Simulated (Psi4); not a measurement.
F₄S, triplet, geometry from GFN2-xTB (a higher spin typed on purpose: for a closed-shell molecule this is an excited state); CISD/STO-3G run with Psi4.

The Psi4 input:
```
memory 2 GB

molecule mol {
0 3
  F    -0.887484    1.443104    0.284116
  S     0.000000   -0.000000   -0.000000
  F    -1.007418   -0.354655   -1.345447
  F     1.007418    0.354655    1.345447
  F     0.887484   -1.443104   -0.284116
}

set basis sto-3g
set reference uhf

energy('cisd')
print_variables()
```

Predict the main parts of the log of this Psi4 run.


```
Traceback (most recent call last):
  File "psi4", line 375, in <module>
  File "<string>", line 26, in <module>
  File "site-packages/psi4/driver/driver.py", line 461, in energy
  File "site-packages/psi4/driver/task_planner.py", line 255, in task_planner
  File "site-packages/psi4/driver/driver_util.py", line 222, in negotiate_derivative_type
  File "site-packages/psi4/driver/driver_util.py", line 355, in highest_analytic_derivative_available

psi4.driver.p4util.exceptions.MissingMethodError: Method=cisd is not available for any derivative level under conditions CI_TYPE=CONV, REFERENCE=UHF, FREEZE_CORE=FALSE, QC_MODULE=(auto). See https://psicode.org/psi4manual/master/introduction.html#ss-cisd. Or did you mean? ccd ccsd cisdt cisdtq qcisd lccsd ci2 ci3 ci4 ci5 ci6 ci7 ci8 ci9 ci10 ci11 ci12 ci13 ci14 ci15 ci16 ci17 ci18 ci19 ci20 ci21 ci22 ci23 ci24 ci25 ci26 ci27 ci28 ci29 ci30 ci31 ci32 ci33 ci34 ci35 ci36 ci37 ci38 ci39 ci40 ci41 ci42 ci43 ci44 ci45 ci46 ci47 ci48 ci49 ci50 ci51 ci52 ci53 ci54 ci55 ci56 ci57 ci58 ci59 ci60 ci61 ci62 ci63 ci64 ci65 ci66 ci67 ci68 ci69 ci70 ci71 ci72 ci73 ci74 ci75 ci76 ci77 ci78 ci79 ci80 ci81 ci82 ci83 ci84 ci85 ci86 ci87 ci88 ci89 ci90 ci91 ci92 ci93 ci94 ci95 ci96 ci97 ci98

Printing out the relevant lines from the Psithon --> Python processed input file:
      F     0.887484   -1.443104   -0.284116
    ""","mol")
    core.IO.set_default_namespace("mol")
    core.set_global_option("BASIS", "sto-3g")
    core.set_global_option("REFERENCE", "uhf")
--> energy('cisd')
    print_variables()

!----------------------------------------------------------------------------------!
!                                                                                  !
!  Method=cisd is not available for any derivative level under conditions          !
!     CI_TYPE=CONV, REFERENCE=UHF, FREEZE_CORE=FALSE, QC_MODULE=(auto). See        !
!     https://psicode.org/psi4manual/master/introduction.html#ss-cisd. Or did you  !
!     mean? ccd ccsd cisdt cisdtq qcisd lccsd ci2 ci3 ci4 ci5 ci6 ci7 ci8 ci9 ci10 !
!     ci11 ci12 ci13 ci14 ci15 ci16 ci17 ci18 ci19 ci20 ci21 ci22 ci23 ci24 ci25   !
!     ci26 ci27 ci28 ci29 ci30 ci31 ci32 ci33 ci34 ci35 ci36 ci37 ci38 ci39 ci40   !
!     ci41 ci42 ci43 ci44 ci45 ci46 ci47 ci48 ci49 ci50 ci51 ci52 ci53 ci54 ci55   !
!     ci56 ci57 ci58 ci59 ci60 ci61 ci62 ci63 ci64 ci65 ci66 ci67 ci68 ci69 ci70   !
!     ci71 ci72 ci73 ci74 ci75 ci76 ci77 ci78 ci79 ci80 ci81 ci82 ci83 ci84 ci85   !
!     ci86 ci87 ci88 ci89 ci90 ci91 ci92 ci93 ci94 ci95 ci96 ci97 ci98             !
!                                                                                  !
!----------------------------------------------------------------------------------!
```

The input was rejected before any calculation.
